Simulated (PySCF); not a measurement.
**Shieldings and the share of exact exchange**

Molecule: `C#CC(=C=O)B(Cl)Cl`, C$_{4}$HBCl$_{2}$O.

Mapped SMILES: `[CH:1]#[C:2][C:3](=[C:4]=[O:5])[B:6]([Cl:7])[Cl:8]`; H(Xn) means a hydrogen on atom n.

GIAO shieldings (ppm, equivalent atoms averaged) in PySCF 2.14.0 with density-fitted response routines on the PBE0-D3(BJ)/def2-SVP geometry, basis pcSseg-1, gas phase, non-relativistic:

```csv
functional,exact exchange (%),σ(C1),σ(C2),σ(C3),σ(B6)
BLYP,0,85.1,109.4,139.5,37.8
PBE,0,87.5,112.8,142.9,42.6
mPW1PW91,25,89.3,116.8,147.9,46.0
BHandHLYP,50,89.3,118.2,150.9,46.2
HF,100,94.3,127.8,162.3,58.3
```

(1) Fit each shielding as a line in the percentage of exact exchange.

(2) What does the line predict for B3LYP (20 %), and what does the run give?

Answers

(1) σ(C1) = 86.4 + 0.08 x (rms 1.0 ppm); σ(C2) = 111.3 + 0.16 x (rms 1.4 ppm); σ(C3) = 141.4 + 0.21 x (rms 1.3 ppm); σ(B6) = 40.1 + 0.17 x (rms 2.1 ppm). The functionals also differ in their semilocal parts, which the line can't hold; Hartree–Fock has no correlation at all.

(2) σ(C1): 88.0 predicted, 86.9 computed; σ(C2): 114.5 predicted, 113.0 computed; σ(C3): 145.6 predicted, 144.3 computed; σ(B6): 43.5 predicted, 40.9 computed ppm.
